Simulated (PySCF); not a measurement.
Cl3In, singlet, at a GFN2-xTB geometry (such geometries of metal compounds can be far from the true shape) (core potentials on In).

PySCF was given this input:
```python
from pyscf import gto, scf, dft
from pyscf.prop import polarizability

mol = gto.M(
    atom='''
In    0.00000000   -0.00000000   -0.00000000
Cl    2.24675279   -0.22448626   -0.41793910
Cl   -0.93304425   -1.01382419    1.83699597
Cl   -1.31370853    1.23831044   -1.41905687
''',
    basis='def2-svp',
    ecp={'In': 'def2-svp'},
    verbose=3,
)

mf = dft.RKS(mol)
mf.xc = 'pbe0'
mf.kernel()
alpha = mf.Polarizability().polarizability()[2, 2]
print('alpha_zz =', alpha)
```

Give the nuclear repulsion energy at the level PBE0/def2-SVP, polarisability run with PySCF.

362.1641 Eh

Predict the total energy from PBE0/def2-SVP, polarisability.

-1569.9935 Eh

What Mulliken (on the basis functions themselves) charges in atom order does PBE0/def2-SVP, polarisability give?

In1 0.70, Cl2 -0.23, Cl3 -0.23, Cl4 -0.23

What is the computed HOMO-LUMO gap (PBE0/def2-SVP, polarisability)?

6.47 eV

Give the dipole moment at the level PBE0/def2-SVP, polarisability.

0.00 D
